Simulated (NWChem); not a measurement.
System: CH5FO2Si; SMILES CO[SiH](O)F

```xyz
10

Si     0.0359    -0.4925     0.3723
O      0.9317    -1.7178    -0.2494
F     -1.4926    -0.5493    -0.1372
O      0.6768     0.9272    -0.1505
C      0.0164     2.1867    -0.0653
H      0.0228    -0.6551     1.8351
H      1.2538    -1.5926    -1.1536
H     -0.0842     2.5101     0.9790
H      0.6245     2.9216    -0.5996
H     -0.9788     2.1467    -0.5233
```
Atoms are numbered in this order, from 1.

All runs: NWChem. Pople sets run with spherical d functions. Structure relaxed at the B3LYP/6-31G* (spherical d) level. Atomic charges in e: unrestrained fits to the electrostatic potential beside Mulliken populations; buried atoms are poorly determined by the fit.

Task: Predict the results for Hartree-Fock/6-31G*. Quantities: ESP Si1; Mulliken Si1; ESP O2; Mulliken O2; ESP F3; Mulliken F3; ESP O4; Mulliken O4; ESP C5; Mulliken C5; relative RMS misfit of the potential (%).

Result: 
| Quantity | Value |
|---|---|
| ESP Si1 | 1.29 |
| Mulliken Si1 | 1.51 |
| ESP O2 | -0.81 |
| Mulliken O2 | -0.88 |
| ESP F3 | -0.41 |
| Mulliken F3 | -0.54 |
| ESP O4 | -0.64 |
| Mulliken O4 | -0.78 |
| ESP C5 | 0.29 |
| Mulliken C5 | -0.16 |
| relative RMS misfit of the potential (%) | 23 |
